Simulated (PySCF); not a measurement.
Numbering as in the mapped SMILES `[CH:1]#[C:2][C@@H:3]1[CH2:4][Si@H:5]1[C:6]#[N:7]`. Each H is labelled by its parent atom. Ha(C4) is cis to C2 on the ring; Hb(C4) is trans to C2 on the ring.

Geometry: PBE0-D3(BJ)/def2-SVP; GIAO shifts from PySCF 2.14.0 with density-fitted response routines, gas phase, non-relativistic, averaged over equivalent atoms.

At PBE0/6-31G (77 basis functions, 7 s wall time on 1 thread of an Arm Neoverse V2, shared host):
```tsv
atoms	δ (ppm)
C6	118.8
C2	79.0
C1	66.2
C4	6.1
C3	0.7
Si5	-110.3
N7	329.6
H(Si5)	3.18
H(C3)	2.22
H(C1)	1.96
Hb(C4)	1.64
Ha(C4)	1.38
```

Chemical shifts δ = σref − σ; 13C (σref 199.54), 29Si (σref 444.75), 1H (σref 32.61) against TMS; 15N (σref 260.69) vs NH3, all at this level.

Q: Predict the values at PBE/pcSseg-1 on the same geometry.

A: 
```csv
atoms,δ at PBE/pcSseg-1,change
C6,118.5,-0.3
C2,84.8,+5.8
C1,69.7,+3.5
C4,7.9,+1.8
C3,4.1,+3.4
Si5,-137.0,-26.7
N7,370.1,+40.5
H(Si5),3.32,+0.14
H(C3),2.02,-0.20
H(C1),1.68,-0.28
Hb(C4),1.27,-0.37
Ha(C4),1.00,-0.38
```

Chemical shifts δ = σref − σ; TMS for 13C (σref 180.03) and 29Si (σref 334.61) and 1H (σref 31.20); 15N (σref 265.06) against NH3, all at this level.

The largest change is at N7 (nitrile nitrogen). Cost: 151 basis functions, 20 s wall time on 1 thread of an Arm Neoverse V2, shared host. The order of the carbon signals is the same at both levels.

Experimental scales use liquid or dissolved standards, which lie at an offset from isolated NH3 (liquid NH3: subtract about 20 ppm). Unscaled 15N shifts of sp2 nitrogen often come out too high even then, by a few to some tens of ppm.
